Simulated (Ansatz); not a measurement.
Ideal-gas functions of Cl$_{2}$GeH$_{4}$Si, SMILES `Cl[SiH2][GeH2][Cl]` at 298.15 K and 1 bar, from an Ansatz frequency run at PBE0-D4/def2-TZVP.

Molar mass 175.63 g/mol, point group C1 (symmetry number 1), electronic degeneracy 1, moments of inertia 160.056, 459.303, 560.21 u Å². Harmonic wavenumbers (cm⁻¹, unscaled): 32, 80, 132, 338, 394, 422, 491, 557, 637, 683, 732, 811, 857, 930, 2148, 2164, 2230, 2251.

Use S(trans) = R[1.5 ln M + 2.5 ln T − 1.1517]; rotational temperatures θ = 24.2544 K / I; S(rot) = R[ln(√π/σ · √(T³/θAθBθC)) + 1.5]; for each mode x = 1.438777 ν̃/T, S = R[x/(eˣ − 1) − ln(1 − e⁻ˣ)] and H = RT x/(eˣ − 1); 1 cm⁻¹ = 0.0119627 kJ/mol; R = 8.31446 J/(mol·K).

Problem. By hand: the entropy, in J/(mol·K).

Solution. Translation 173.3. Rotation: θ = 0.1515, 0.0528, 0.0433 K, giving 121.4. Vibration, mode by mode: 23.85, 16.28, 12.20, 5.11, 4.12, 3.70, 2.85, 2.22, 1.63, 1.37, 1.13, 0.83, 0.69, 0.52, 0.00, 0.00, 0.00, 0.00, in all 76.5. Electronic 0.0. Sum 371.2 J/(mol·K).

Problem. By hand: H − E and G − E in kJ/mol, counted from the electronic energy.

Solution. Zero-point energy ½ × 15889 × 0.0119627 = 95.0; thermal vibration 11.2; translation, rotation and pV give 4 RT = 9.9. H − E = 116.1 kJ/mol, and G − E = 116.1 − 298.15 × 371.2/1000 = 5.4 kJ/mol.

Vibration gives 21 % of the entropy, 52.3 J/(mol·K) of it from the modes under 150 cm⁻¹: soft modes count most, and the harmonic formula is weakest for them. The sum counts one conformer and one mirror image; others add a mixing term.
